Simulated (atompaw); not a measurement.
## Which change was made? (Ge, PAW (atompaw))

atompaw 4.2.0.5 input, output lines left out:

```
Ge 32
LDA-PW scalarrelativistic loggrid 1500 logderivrange -5 5 251
4 4 3 0 0 0
4 0 1
4 1 0
0 0 0
c
c
c
v
c
c
v
c
2
1.65 1.20 1.50 1.05
y
-0.3
n
y
-1.9
n
y
0.1
y
2.3
n
custom rrkj vanderbiltortho besselshape
3 0.5 troulliermartins
1.65
1.65
0.95
0.95
1.40
1.40
```

Cutoffs, loose and tight: the cutoffs (Ry, on a coarse ladder) from which the occupation-weighted sum of valence levels, in a spherical-Bessel basis at the reference potential, stays within 10 and 1 mRy of its value at 400 Ry. They see the waves, projectors and local potential, not the compensation charge or the core.

The base gives: outcome: generated; cutoff, loose: 10 Ry; cutoff, tight: 15 Ry; bound ghosts: p, d.

Task: After one change the result is: outcome: generated; cutoff, loose: 18 Ry; cutoff, tight: 21 Ry; bound ghosts: s, p, d. Which change was it?
A. augmentation besselshape compensation charge, radius 1.20 bohr; PAW radius 1.65 bohr; waves and projectors: custom polynom2 7 10 vanderbiltortho
B. non-relativistic; removed wave 4d channel at 2.3 Ry: rc 1.40 bohr
C. augmentation besselshape compensation charge, radius 1.20 bohr; PAW radius 1.65 bohr; waves and projectors: modrrkj vanderbiltortho

Result: A. The others give: augmentation besselshape compensation charge, radius 1.20 bohr; PAW radius 1.65 bohr; waves and projectors: modrrkj vanderbiltortho → outcome: failed: atompaw: The overlap operator has at least one negative eigenvalue! | non-relativistic; removed wave 4d channel at 2.3 Ry: rc 1.40 bohr → outcome: generated; cutoff, loose: 10 Ry; cutoff, tight: 18 Ry; bound ghosts: p.
